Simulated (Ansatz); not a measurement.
A nudged elastic band was laid between two geometries of C2H5BrN2 (10 atoms, charge 0, multiplicity 1).

All numbers below come from RKS B3LYP-D4/def2-SVP in Ansatz.

```json
{"movable images": "5", "climbing image": "yes", "spring": "5.0 eV/Å²", "optimiser": "quadratic models (default)", "start path": "IDPP", "force threshold": "0.03 eV/Å", "iteration limit": "60", "end points": "relaxed"}
```

Image 0:

```xyz
10
Properties=species:S:1:pos:R:3
C -0.770 -1.102 0.395
N -0.226 0.226 0.603
C 0.609 0.777 -0.311
N 1.047 0.201 -1.340
Br 1.076 2.633 0.210
H -1.479 -1.136 -0.452
H 0.042 -1.810 0.175
H -1.288 -1.422 1.310
H -0.628 0.831 1.304
H 1.700 0.750 -1.893
```

Image 6:

```xyz
10
Properties=species:S:1:pos:R:3
C -0.381 -1.273 0.452
N 0.280 0.004 0.631
C 0.299 0.915 -0.372
N -0.155 0.731 -1.532
Br 1.174 2.589 0.230
H -0.014 -1.761 -0.463
H -0.157 -1.914 1.316
H -1.476 -1.166 0.355
H 0.531 0.316 1.559
H -0.016 1.508 -2.173
```

(1) What changes between the two ends?

(2) What energy profile does the band end with?

(3) What is the geometry of the highest image?

## Answers

(1) No bond is made or broken. The dihedral H8–C1–N2–C3 goes from 171 to -67°. The two ends are copies of one structure, up to a mirror image or an exchange of like atoms.

(2) The run converged. The highest image is number 4 of 0 to 6, 0.018 eV above the ends, which have the same energy within 2 meV. A vibrational analysis at the climbing image gives one clearly imaginary mode, 95i cm⁻¹: a first-order saddle point.

| image | path coordinate (Å) | energy (eV) | dihedral H8–C1–N2–C3 (°) |
| --- | --- | --- | --- |
| 0 | 0.00 | 0.000 | 171 |
| 1 | 0.52 | 0.000 | -176 |
| 2 | 1.04 | 0.003 | -160 |
| 3 | 1.56 | 0.013 | -140 |
| 4 | 2.08 | 0.018 | -117 |
| 5 | 2.72 | 0.009 | -90 |
| 6 | 3.35 | 0.000 | -67 |

(3) 
```xyz
10
Properties=species:S:1:pos:R:3:forces:R:3
C -0.452 -1.267 0.467 0.00 -0.01 0.00
N 0.146 0.041 0.645 0.01 0.00 0.00
C 0.333 0.904 -0.383 0.00 0.00 0.00
N 0.035 0.706 -1.589 0.00 0.00 0.00
Br 1.166 2.579 0.283 0.00 0.00 0.00
H -0.659 -1.406 -0.601 0.00 0.00 0.00
H 0.230 -2.067 0.803 0.00 0.00 0.00
H -1.400 -1.357 1.026 0.00 0.00 0.00
H 0.428 0.341 1.568 0.00 0.00 0.00
H 0.255 1.474 -2.217 0.00 0.00 0.00
```

Time of the run: 3.4 min on 2 threads of Arm Neoverse V1, with other jobs on the host, peak memory 0.28 GiB.
